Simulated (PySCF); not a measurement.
C$_{2}$H$_{6}$BO$_{3}$ (SMILES COB([O])OC), doublet, geometry from GFN2-xTB. Base run: DF-HF/def2-SV(P) (PySCF).

PySCF was given this input:
```python
from pyscf import gto, scf

mol = gto.Mole()
mol.atom = '''
    C     1.89015265   -0.33556349    1.03577895
    O     0.54829561   -0.31085403    0.65990196
    B     0.05977455    0.31889220   -0.52195332
    O     0.88731364    0.90391577   -1.30066654
    O    -1.30614256    0.19594620   -0.65525112
    C    -2.08635764   -0.47654888    0.28250663
    H     2.28055546    0.67262022    1.19961710
    H     2.50611279   -0.85163567    0.29418992
    H     1.92245532   -0.89085602    1.97864220
    H    -2.81906205    0.21647431    0.70622354
    H    -2.59234078   -1.31564720   -0.20387592
    H    -1.45509708   -0.86480594    1.09338195
'''
mol.basis = 'def2-sv(p)'
mol.spin = 1
mol.verbose = 4
mol.build()

mf = scf.UHF(mol)
mf = mf.density_fit(auxbasis='def2-universal-jkfit')
mf.kernel()
mf.analyze()
```

Variants of this job, named by their change:

```
change                                    E (Eh)  HOMO (eV)  dipole (D)  <S^2>  core-seconds (rough)                outcome
------------------------------------  ----------  ---------  ----------  -----  --------------------  ---------------------
base                                  -328.30698     -12.19        1.70  0.756                     2              converged
functional = b97m_v                            -          -           -      -                     -  cut at the time limit
functional = r2scan                   -329.94024      -6.89        2.47  0.755                    50              converged
functional = m06                      -329.94323      -8.26        2.16  0.754                    40              converged
functional = bp86                     -330.11638      -6.61        2.80  0.753                    30              converged
functional = tpssh                    -330.13767      -7.29        2.36  0.754                    50              converged
functional = scan                     -329.99320      -6.89        2.46  0.756                    60              converged
functional = pbe0; dispersion = d3bj  -329.75629      -8.15        2.13  0.754                    30              converged
functional = blyp                     -330.02798      -6.36        2.74  0.753                    30              converged
functional = pw6b95                   -330.50256      -8.29        2.17  0.754                    40              converged
functional = o3lyp                    -330.00120      -7.27        2.41  0.755                    30              converged
functional = pbe                      -329.73421      -6.50        2.77  0.753                    30              converged
functional = x3lyp                    -329.99213      -7.92        2.21  0.754                    30              converged
```

Totals shift with the method and basis; they matter in differences.

Open shells are given as the SCF converged; they aren't shown to be the lowest states, and a large step between rows can be another state.
